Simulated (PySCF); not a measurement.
3-ethenylsiletane (C5H10Si), SMILES C=CC1C[SiH2]C1.

Geometry: PBE0-D3(BJ)/def2-SVP. Other conformers were not sampled.

Two levels are set side by side: TDA-PBE/def2-SVPD (PySCF) and TDA-ωB97X/def2-SVPD (PySCF). Vertical, same geometry. The lowest singlet is HOMO−1→LUMO 100 % with PBE and HOMO−1→LUMO 91 % with the other functional; states are paired by order. Differences are taken from unrounded values.

| quantity | TDA-ωB97X | TDA-PBE | TDA-PBE minus TDA-ωB97X |
|---|---|---|---|
| lowest singlet excitation (eV) | 7.19 | 5.79 | -1.40 |
| lowest triplet excitation (TDA) (eV) | 4.43 | 4.34 | -0.08 |
| first bright state (f over 0.05) (eV) | 7.55 | 6.00 | -1.55 |
| its oscillator strength | 0.93 | 0.25 | -0.68 |

Functionals without exact exchange tend to place singlet excitations lower, as here. Differences between two approximate levels are no errors against the true value.

Rough cost on one machine, each run with all the roots and properties that it gave: TDA-ωB97X against TDA-PBE about 6 times.
